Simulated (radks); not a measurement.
These are the eigenvalues of the occupied orbitals of an atom or ion with whole-number occupations (eV). Method: Dirac Kohn-Sham, PBEsol, spin-unpolarised, spherical densities, point nucleus; computed with a radial shooting solver on a logarithmic mesh with Libxc functionals.

| orbital | eigenvalue |
|---|---|
| 1s1/2 | -85460.89 |
| 2s1/2 | -15203.32 |
| 2p1/2 | -14592.59 |
| 2p3/2 | -12527.70 |
| 3s1/2 | -3628.209 |
| 3p1/2 | -3353.194 |
| 3p3/2 | -2894.172 |
| 3d3/2 | -2440.982 |
| 3d5/2 | -2342.947 |
| 4s1/2 | -809.3407 |
| 4p1/2 | -690.9739 |
| 4p3/2 | -579.2779 |
| 4d3/2 | -386.2950 |
| 4d5/2 | -365.4604 |
| 5s1/2 | -130.6477 |
| 4f5/2 | -116.2508 |
| 4f7/2 | -111.6511 |
| 5p1/2 | -90.8975 |
| 5p3/2 | -70.5968 |
| 5d3/2 | -16.7735 |
| 5d5/2 | -14.5722 |
| 6s1/2 | -9.5712 |
| 6p1/2 | -3.1592 |
| 6p3/2 | -2.0919 |

Which element is it, and in what charge state? The configuration may be excited. Open shells, if any, are shared by 2j + 1.

Answer. Z = 81, thallium, charge 0: Tl in [Hg] 6p1. The list shows which subshells hold electrons but not how many an open one holds; the 1s level, -3140.6 hartree, gives Z - s = 79.3 by -(Z - s)^2/2, which with screening and relativity narrows Z to a few neighbours, and the depths of the outer levels then fix element, charge and occupations together.
